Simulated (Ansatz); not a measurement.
The first iterations of a band of CH₈BClOSi₂ (14 atoms, charge 0, multiplicity 1).

These are results of Ansatz 0.2.0, RKS LDA/6-31G*, not measurements.

```
movable images  : 5
climbing image  : yes
spring          : 5.0 eV/Å²
optimiser       : quadratic models (default)
start path      : through a guess of the saddle point
force threshold : 0.03 eV/Å
iteration limit : 60
end points      : relaxed
```

Initial state:

```xyz
14
Properties=species:S:1:pos:R:3
O -2.667 0.622 -1.273
Si -1.352 0.833 -0.271
Si -0.605 -1.178 0.742
B 1.079 -0.865 -0.193
C 2.074 0.233 0.268
Cl 1.495 1.244 1.640
H -2.604 -0.116 -1.909
H -1.803 1.808 0.772
H -0.186 1.447 -1.016
H -1.444 -2.334 0.273
H -0.674 -1.017 2.230
H 1.308 -1.381 -1.266
H 3.021 -0.256 0.582
H 2.346 0.928 -0.549
```

Final state:

```xyz
14
Properties=species:S:1:pos:R:3
O -2.505 0.877 -1.832
Si -1.873 0.839 -0.294
Si -0.699 -1.138 0.156
B 1.184 -1.100 0.491
C 2.030 0.139 0.028
Cl 3.124 0.686 1.355
H -1.865 0.811 -2.566
H -3.062 0.992 0.603
H -0.890 1.954 -0.031
H -1.504 -2.234 0.804
H 0.222 -0.664 1.442
H 1.707 -2.073 0.974
H 2.677 -0.142 -0.824
H 1.441 1.023 -0.277
```

| iteration | highest image above the first end (eV) | largest band force component (eV/Å) |
| --- | --- | --- |
| 1 | 4.741 | 14.222 |
| 2 | 1.282 | 3.108 |
| 3 | 1.047 | 1.312 |
| 4 | 0.877 | 0.954 |
| 5 | 0.679 | 0.837 |
| 6 | 0.470 | 0.387 |
| 7 | 0.477 | 0.352 |
| 8 | 0.448 | 0.304 |
| 9 | 0.398 | 0.359 |
| 10 | 0.350 | 0.355 |
| 11 | 0.308 | 0.387 |

Question: Does the band converge within its limit, and where does its top end?

Answer: The forces met the threshold. It ended after 35 iterations with the highest image 0.296 eV above the first end. A vibrational analysis at the climbing image gives one clearly imaginary mode, 82i cm⁻¹: a first-order saddle point.

The run took 3.8 min on 2 threads of Intel(R) Xeon(R) Platinum 8488C (Sapphire Rapids) (shared host), peak memory 0.19 GiB.
